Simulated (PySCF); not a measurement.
## Field gradients at the hydrogen positions

Compound: C6H13OP.
Structure used (GFN2-xTB), in Å, numbered top down from 1:
```xyz
21
C6H13OP angstrom
C      1.9893   -0.4491    0.8944
C      1.2733    0.6650    0.1372
C     -0.1308    0.9155    0.7015
C     -1.0104   -0.2868    0.3605
C     -2.5003    0.0210    0.3491
P     -0.3907   -0.8424   -1.2877
O     -0.1815   -2.2803   -1.4761
C      1.0871    0.2545   -1.3278
H      1.4982   -1.4021    0.7065
H      1.9900   -0.2532    1.9648
H      3.0219   -0.5304    0.5614
H      1.8649    1.5845    0.2068
H     -0.0954    1.0904    1.7780
H     -0.5481    1.8083    0.2291
H     -0.8199   -1.1132    1.0545
H     -2.8442    0.2951    1.3451
H     -3.0588   -0.8540    0.0191
H     -2.7182    0.8439   -0.3297
H     -1.2841   -0.2897   -2.2101
H      1.9508   -0.2837   -1.7181
H      0.8980    1.1238   -1.9590
```

Level: PBE0/pcSseg-1 (PySCF, non-relativistic); Q(2H) = 0.00286 b; rigid geometry, the same for H and D, with no vibrational averaging.

Question: Rank these positions by the coupling χzz of a deuteron there, largest first.
A. H18 (methyl hydrogen)
B. H15 (methine hydrogen)
C. H19 (P–H hydrogen)
D. H14 (methylene hydrogen)

Answer: A (209 kHz), D (203 kHz), B (198 kHz), C (125 kHz).

Q: What are Vzz, η and χzz (234.96 MHz × Q × Vzz) at all hydrogens?

A: 
| atom | bonded to | bond length (Å) | Vzz (au) | η | χzz (kHz) |
| --- | --- | --- | --- | --- | --- |
| H9 | C1 | 1.088 | 0.3048 | 0.05 | 205 |
| H10 | C1 | 1.088 | 0.3147 | 0.02 | 211 |
| H11 | C1 | 1.088 | 0.3146 | 0.02 | 211 |
| H12 | C2 | 1.096 | 0.2965 | 0.01 | 199 |
| H13 | C3 | 1.091 | 0.3072 | 0.01 | 206 |
| H14 | C3 | 1.093 | 0.3016 | 0.01 | 203 |
| H15 | C4 | 1.096 | 0.2952 | 0.02 | 198 |
| H16 | C5 | 1.089 | 0.3128 | 0.02 | 210 |
| H17 | C5 | 1.089 | 0.3093 | 0.02 | 208 |
| H18 | C5 | 1.089 | 0.3113 | 0.03 | 209 |
| H19 | P6 | 1.398 | 0.1853 | 0.00 | 125 |
| H20 | C8 | 1.090 | 0.3094 | 0.03 | 208 |
| H21 | C8 | 1.091 | 0.3104 | 0.01 | 209 |

Q: Average by the element that carries the hydrogen.

A: on C: 207 kHz over 12 positions, mean bond length 1.091 Å; on P: 125 kHz over 1 position, mean bond length 1.398 Å.

Q: Give the 2H NMR doublet splittings at H18 for a magnetic field along the z, y and x axes of the gradient: 3χ/2, 3χ(1 + η)/4, 3χ(1 − η)/4.

A: With |χ| = 209.2 kHz and η = 0.030: 314, 162 and 152 kHz, to first order and without motion.

The structure is a single GFN2-xTB conformer in the gas phase; no vibrational or solvent corrections. GFN2-xTB bond lengths can be off by several hundredths of an ångström, more for odd bonds, and the gradients follow them. The basis is small and wasn't made for field gradients, so the couplings can be 20 % off.
